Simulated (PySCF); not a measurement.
Input file for PySCF: R-B3LYP/LANL2DZ on FGeH3O (SMILES [OH][GeH2][F]), a point of a bond scan (R = 3.053 Å).

```python
from pyscf import gto, scf, dft, mp
from pyscf.data.elements import chemcore

mol = gto.M(
    atom='''
    Ge   -0.22747459   -0.25087345    0.02663045
    O     1.45573431   -0.40020062   -0.50453156
    F    -0.54577123    1.44651198    0.30987347
    H    -1.94207071   -1.14182499   -2.33749041
    H    -0.46978155   -0.93226496    1.38080844
    H     2.09980761   -0.16043852    0.16983856
    ''',
    basis='lanl2dz',
    ecp={'Ge': 'lanl2dz'},
    charge=0, spin=0, verbose=3, max_memory=1800)
mf = dft.RKS(mol, xc='b3lyp')
mf.conv_tol = 1e-8
mf.max_cycle = 100
mf.kernel()
if not mf.converged:
    mf = mf.newton().run(mf.mo_coeff, mf.mo_occ)
```

Program output:

```
converged SCF energy = -180.544628096215
```

The run converged.

Cost: roughly 2.6 core-seconds.
